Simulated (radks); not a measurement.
Values are calculated unless marked as measured or tabulated.
Q: Radial electron density D(r) = 4 pi r^2 rho(r) of an atom or ion with 27 electrons. Level of theory: non-relativistic Kohn-Sham, BLYP, spin-polarised, spherical densities, point nucleus (a radial shooting solver on a logarithmic mesh with Libxc functionals).

| r (bohr) | D(r) (e/bohr) | spin D(r) |
|---|---|---|
| 0.006225 | 6.187 | -0.0000772 |
| 0.007914 | 9.036 | -0.000113 |
| 0.01006 | 12.84 | -0.000160 |
| 0.01279 | 17.63 | -0.000218 |
| 0.01613 | 22.99 | -0.000283 |
| 0.0205 | 28.68 | -0.000350 |
| 0.02607 | 33.48 | -0.000400 |
| 0.03314 | 36.09 | -0.000404 |
| 0.04212 | 35.64 | -0.000289 |
| 0.05355 | 32.65 | 0.000186 |
| 0.06808 | 29.57 | 0.00186 |
| 0.08585 | 29.66 | 0.00705 |
| 0.1091 | 34.27 | 0.0227 |
| 0.1387 | 40.24 | 0.0632 |
| 0.1764 | 41.14 | 0.154 |
| 0.2242 | 33.86 | 0.326 |
| 0.285 | 23.69 | 0.592 |
| 0.3595 | 19.39 | 0.906 |
| 0.457 | 22.05 | 1.18 |
| 0.5809 | 24.39 | 1.24 |
| 0.7385 | 20.53 | 1.06 |
| 0.9388 | 12.74 | 0.723 |
| 1.193 | 6.000 | 0.396 |
| 1.505 | 2.305 | 0.173 |
| 1.913 | 0.6809 | 0.0532 |
| 2.432 | 0.1491 | 0.0106 |
| 3.092 | 0.02068 | 0.00114 |

What is the nuclear charge?

A: Z = 30. The innermost maximum, from 1s, lies near 1/Z = 0.0333 bohr (found: 0.0362), and its height grows with Z. The density is that of the zinc ion Zn3+ in [Ar] 3d9; the configuration itself is not fixed sharply by these data, and Z only to about a unit. D(r) has 3 maxima, at r = 0.0362, 0.162, 0.572 bohr, and minima at 0.0761, 0.362 bohr, inside which lie 2.10, 10.93 electrons.
